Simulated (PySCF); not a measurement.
## Radial density of In (indium, neutral)

revPBE, [Kr] 4d10 5s2 5d1, 2D determinant (an excited configuration). Calculation: PySCF 2.14, in aug-cc-pVTZ-PP with one added diffuse shell each of d, f type with ECP28MDF (6s5p5d3f, 67 functions); scalar relativity through the core potential. This is the valence pseudo-density: the core potential removes the inner electrons and smooths the orbitals near the nucleus.

```
r (bohr)  4πr²ρ (e/bohr)  4πr²(ρα − ρβ)
 0.00929       1.269e-05         0.0000
  0.0156       2.923e-05         0.0000
  0.0263       5.645e-05         0.0000
  0.0442       0.0001124         0.0000
  0.0743       0.0003967         0.0000
   0.125        0.003709         0.0000
   0.210         0.05594         0.0000
   0.354           1.183         0.0002
   0.595           13.50         0.0018
    1.00           18.79         0.0024
    1.68           4.830         0.0006
    2.83          0.9789         0.0169
    4.76          0.1385         0.0743
    8.01          0.1357         0.1353
    13.5         0.03128         0.0313
    22.7       0.0005585         0.0006
```

Energies and moments cover only the electrons outside the core potential. The outer electron is Rydberg-like, and this basis confines it to a smaller radius and binds it less than a complete one would.
